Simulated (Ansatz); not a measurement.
```yaml
crystal:
  periodic: [true, true, true]
  atoms:
    - {symbol: N, position_ang: [-0.778690, 2.131966, 0.866031]}
    - {symbol: C, position_ang: [-0.395438, 0.857528, 0.675117]}
    - {symbol: C, position_ang: [-0.021885, -0.303383, 0.748691]}
    - {symbol: C, position_ang: [0.468934, -1.617556, 0.467653]}
    - {symbol: In, position_ang: [0.647515, -0.785406, -1.573324]}
    - {symbol: H, position_ang: [-1.278727, 2.314197, 1.723860]}
    - {symbol: H, position_ang: [-1.191667, 2.595036, 0.072169]}
    - {symbol: H, position_ang: [1.428796, -1.857590, 0.920680]}
    - {symbol: H, position_ang: [-0.255783, -2.420730, 0.582571]}
    - {symbol: H, position_ang: [2.141097, -0.025528, -1.938806]}
    - {symbol: H, position_ang: [-0.764171, -0.888523, -2.544632]}
basis:
  gaussian: {orbitals: x2c-TZVPPall, fitting: {mean_field: cc-pVTZ-jkfit}}
magnetization: {spin_polarized: true, initial_magnetization: 2}
hamiltonian: {xc: {name: B2PLYP}}
output: {forces: true}
```

```sh
$ ansatz run in.yaml --threads 4 --pin off --events-out ev --progress --plain --max-ram 10444MiB
```

(1) How does Ansatz answer? (Best estimate.)

Results:

(1) Ansatz gave: The program refused the input.
```
Error: YAML parse error: error: line 2 column 3: crystal: missing field `lattice` (a structure is typed as `lattice` and `atoms`, a molecule's as `atoms` in Å alone, or read from a run's directory, `checkpoint`)
 --> <input>:2:3
1 | crystal:
2 |   periodic: [true, true, true]
3 |   atoms:
4 |     - {symbol: N, position_ang: [-0.778690, 2.131966, 0.866031]}
```
